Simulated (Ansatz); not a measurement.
Geometry optimisation, Ansatz, RKS PBE/def2-SVP.

input.yaml

```yaml
crystal:
  periodic: [false, false, false]
  atoms:
    - { symbol: Ta, position_ang: [-0.245654, -0.429259, 0.175411] }
    - { symbol: F, position_ang: [2.781106, 0.32211, 0.392112] }
    - { symbol: Cl, position_ang: [-0.051066, 0.903329, 2.120001] }
    - { symbol: "N", position_ang: [0.451144, -0.463775, -1.670026] }
    - { symbol: H, position_ang: [1.29378, -0.9866, -1.949778] }
    - { symbol: H, position_ang: [0.17329, 0.225659, -2.382708] }
    - { symbol: F, position_ang: [-1.605652, 0.780342, -0.59325] }
    - { symbol: "N", position_ang: [-1.67101, -1.977835, 0.265891] }
    - { symbol: H, position_ang: [-2.330473, -1.91541, 1.057447] }
    - { symbol: H, position_ang: [-2.225535, -2.117117, -0.594527] }
    - { symbol: O, position_ang: [0.966547, -1.913175, 0.602898] }
    - { symbol: Al, position_ang: [-0.142271, -3.379225, 0.527574] }
    - { symbol: H, position_ang: [-0.048344, -4.174149, -0.866307] }
    - { symbol: H, position_ang: [-0.369129, -4.081415, 1.951649] }
    - { symbol: H, position_ang: [2.664167, -0.520281, 0.788913] }
basis:
  gaussian: { orbitals: def2-SVP }
hamiltonian:
  xc: pbe
relax:
  f_tol: 0.03
  max_steps: 50
```

Run as:

```bash
$ ansatz run input.yaml --threads 4 --pin off --max-ram 5120MiB --backend cpu --events-out ev --progress --plain --runs-dir out
```

Problem. Where does it end, and by what steps?

Solution. It converged. After 31 steps the energy has fallen by 1.573 eV; H15 moved furthest, 1.39 Å. Parted: F2–H15 (0.94 → 2.57 Å). Joined: Ta1–F2 (3.13 → 1.90 Å), O11–H15 (2.20 → 0.97 Å).

| step | energy less start (eV) | largest force component (eV/Å) | accepted |
| --- | --- | --- | --- |
| 0 | 0.0000 | 1.539 | yes |
| 2 | -0.2906 | 0.510 | yes |
| 4 | -0.3861 | 0.366 | yes |
| 6 | -0.4307 | 0.163 | yes |
| 8 | -0.4397 | 0.236 | yes |
| 10 | -0.4859 | 0.757 | yes |
| 12 | -0.6561 | 1.504 | yes |
| 14 | -1.0635 | 1.535 | yes |
| 16 | -1.3673 | 0.536 | yes |
| 18 | -1.3989 | 0.513 | yes |
| 20 | -1.4403 | 0.304 | yes |
| 22 | -1.4956 | 0.821 | yes |
| 24 | -1.5300 | 0.681 | yes |
| 26 | -1.5633 | 0.146 | yes |
| 28 | -1.5714 | 0.050 | yes |
| 30 | -1.5728 | 0.034 | yes |
| 31 | -1.5730 | 0.013 | yes |

```xyz
15
Properties=species:S:1:pos:R:3
Ta 0.130 -0.058 0.146
F 1.814 0.720 0.571
Cl -0.706 0.349 2.363
N 0.397 -0.544 -1.777
H 0.960 -1.335 -2.113
H -0.083 -0.097 -2.567
F -0.951 1.323 -0.562
N -1.321 -1.752 0.259
H -1.973 -1.626 1.046
H -1.880 -1.852 -0.600
O 1.214 -1.826 0.570
Al -0.048 -3.230 0.521
H 0.121 -4.053 -0.848
H -0.173 -3.937 1.950
H 2.141 -1.809 0.867
```

Whether the end is a true minimum wasn't checked by a vibrational analysis.

Time of the run: 44 s on 4 threads of AMD EPYC 9R45 96-Core Processor (Zen 5), on a shared host, peak memory 0.31 GiB.
